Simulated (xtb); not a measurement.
Input for xtb:
```
$ xtb mol.xyz --gfn 2 --vomega --json

# file mol.xyz
4

B      0.01808306    -0.01978242    -0.03760993
Br    -1.50731106    -1.11118164    -0.13755349
Br     0.01971195     1.66670358    -0.86448993
Br     1.48501581    -0.55269588     1.00741627
```

Q: Estimate the vertical electron affinity (with the method's empirical shift) that GFN2-xTB (xtb) returns for this input.

A: 0.15 eV

Q: Predict the vertical ionisation energy (with the method's empirical shift) from GFN2-xTB.

A: 10.59 eV
